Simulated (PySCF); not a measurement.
## Lu⁵⁰⁺: ionisation energy

Lu⁵⁰⁺ [Ar] 3d3 (4F) → Lu⁵¹⁺ [Ar] 3d2 (3F), as a difference of total energies. Computed with PySCF 2.14 in an uncontracted even-tempered set (17 s from 11 bohr⁻², ratio 2.5; 12 p from 15 bohr⁻², ratio 2.5; 7 d from 15 bohr⁻², ratio 2.5; 4 f from 54 bohr⁻², ratio 2.7; 3 g from 81 bohr⁻², ratio 2.7), with scalar relativity by spin-free X2C-1e. Correlated levels: outer shells: [Ne] frozen; virtual orbitals above 40 to 60 times the deepest correlated orbital energy dropped. The calculations carry no spin-orbit coupling.

```
                method  ionisation energy (eV)
                   UHF                  4509.2
                   PBE                  4508.1
                  PBE0                  4508.8
                 TPSSh                  4506.7
                 B97-3                  4509.1
    MP2 (outer shells)                  4509.2
SCS-MP2 (outer shells)                  4508.9
```

Estimate what LDA gives.

4507.9 eV, closest to PBE among the rows shown.

Estimate what r2SCAN gives.

4510.4 eV, closest to MP2 (outer shells) among the rows shown.

Spin-orbit coupling is strong in these open shells (close to jj coupling). The scalar numbers leave it out and a first-order estimate fails, so it can dominate the gap to the real levels.

Breit and QED terms and the two-electron picture change are absent.

For comparison: 4532 ± 4 eV (theoretical estimate listed by NIST; NIST Atomic Spectra Database, ionization energies).
